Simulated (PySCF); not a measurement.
CH3BrSSe. Atoms are numbered in the order given.

```xyz
7

Se     0.0772    -0.6582     0.7227
Br    -1.1970     1.2786     0.1336
S      1.7998    -0.6171    -0.5706
C      1.1964    -1.3441    -2.1299
H      0.8127    -2.3605    -1.9685
H      2.0649    -1.3751    -2.8059
H      0.4184    -0.7009    -2.5649
```

Geometry optimised at r2SCAN-D4/def2-SVP. This is a generated structure with no PubChem entry under its InChIKey; it may be hypothetical. The values are those of a single conformer.

All values below come from PySCF with PBE/pcSseg-1.

GIAO shieldings, no solvent; atoms alike by connectivity are averaged. δ = σ(ref) − σ: ⁷⁷Se against Me2Se (σ = 1634.8 ppm); ³³S against H2S (σ = 706.5 ppm); ¹³C against TMS (σ = 182.0 ppm); ¹H against TMS (σ = 31.49 ppm), references at their B3LYP-D3(BJ)/def2-TZVP geometries, non-relativistic (without spin–orbit terms, shifts of atoms bonded to Cl or Br come out too high).

Estimate the chemical shifts. (The exact figures need the calculation; the answer reports its results.)


```
nucleus       atoms  count  δ (ppm)
-------  ----------  -----  -------
⁷⁷Se            Se1      1   1483.5
³³S              S3      1    398.5
¹³C              C4      1     33.0
¹H       H5, H6, H7      3     2.86
```
